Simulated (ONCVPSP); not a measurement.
**Before and after: ONCV potential for chromium**

ONCVPSP 4.0.1 input, shortened (lines: element, Z, core and valence counts, functional; n l f; lmax; l rc ep ncon nbas qcut; lloc lpopt rc5 dvloc0; l nproj debl; icmod fcfact rcfact), PBE, scalar-relativistic:

```
  Cr 24.00    3    4        4      upf
    1    0    2.00
    2    0    2.00
    2    1    6.00
    3    0    2.00
    3    1    6.00
    3    2    5.00
    4    0    1.00
    2
    0    1.35    0.00    4    8   11.50
    1    1.30    0.00    4    7   11.90
    2    2.00    0.00    4    9    7.10
    4    3    0.85    0.00
    0    3    1.00
    1    1    1.70
    2    3    2.80
    3    3.25    1.55
```

All-electron outer shells of the reference configuration (PBE, scalar-relativistic, ld1.x):

```
shell  level (eV)  outermost node (bohr)  outermost maximum (bohr)
   2p     -560.70                      –                      0.20
   3s      -73.99                   0.36                      0.78
   3p      -45.44                   0.33                      0.80
   4s       -4.01                   1.12                      2.74
   3d       -2.91                      –                      0.84
```

Change: d: qcut 7.2.

Cutoffs: the cutoffs (Ha) at which the residual kinetic energy of the hardest occupied pseudo-wave falls to 1 and 0.1 mHa per electron; they do not see the model core or the augmentation charge, which bear on the density cutoff. Errors are all-electron minus pseudo energies relative to the spin-unpolarised reference configuration.

What does the change do?

The potential gets neither clearly harder nor softer (37 Ha and 45 Ha → 37 Ha and 45 Ha); the errors of the 3 common tests hardly move; neither file shows a bound ghost.

| quantity | base | changed |
| --- | --- | --- |
| cutoff, loose | 37 Ha | 37 Ha |
| cutoff, tight | 45 Ha | 45 Ha |
| loose cutoff by channel | s 37 Ha, p 26 Ha, d 21 Ha | s 37 Ha, p 26 Ha, d 22 Ha |
| bound ghosts | none | none |
| GHOST(+) flags under 300 eV | none | none |
| tests with a reliable result | 3 of 4 | 3 of 4 |
| error for 3s2 3p6 3d5 4s0, meV [ΔE 6.90 eV] | +9.0 | +8.8 |
| error for 3s2 3p6 3d4 4s0, meV [ΔE 22.95 eV] | +16 | +15 |
| error for 3s2 3p6 3d5 4s0 4p1, meV [ΔE 3.12 eV] | +11 | +11 |
| s: phases at 1.37 bohr within 0.05 rad from the reference energy up to (Ha; the scan ends near 5) | to the end of the scan | to the end of the scan |
| p: phases at 1.32 bohr within 0.05 rad from the reference energy up to (Ha; the scan ends near 5) | 2.5 | 2.5 |
| d: phases at 2.03 bohr within 0.05 rad from the reference energy up to (Ha; the scan ends near 5) | to the end of the scan | to the end of the scan |
| rms error of d²Exc/dni dnj with the model core, mHa | 1.39 | 1.37 |
